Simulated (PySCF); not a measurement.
**Zinc: a sound run and one with changed settings**

Sound run: Zn [Ar] 3d10 4s2, Zn⁺ [Ar] 3d10 4s1. Computed with PySCF 2.14 in 6-31G* (5s4p2d1f, 34 functions), with no relativity, point nucleus. In the sound run the correlated levels freeze [Ar]. The sound run starts from symmetry-adapted Hartree-Fock orbitals and uses a fine grid where one is needed.

A second run was set up differently.

```
species   method  sound run (hartree)  changed run (hartree)  converged
     Zn      MP2          -1777.72777            -1777.49996        yes
     Zn  CCSD(T)          -1777.72146            -1777.51239        yes
```

Ionisation energy of Zn:

| method | sound run (eV) | changed run (eV) |
| --- | --- | --- |
| UHF | 7.401 | 7.401 |
| MP2 | 8.231 | 7.914 |
| SCS-MP2 | 8.291 | 8.017 |
| CCSD | 8.445 | 8.252 |
| CCSD(T) | 8.484 | 8.252 |
| CCSDT | n/a | 8.252 |
| FCI | n/a | 8.252 |

Task: What was changed?
A. minimal basis
B. all electrons correlated in a valence basis
C. a valence shell is frozen
D. too few SCF iterations

Result: C. Freezing a valence shell removes pair correlation that changes on ionisation.
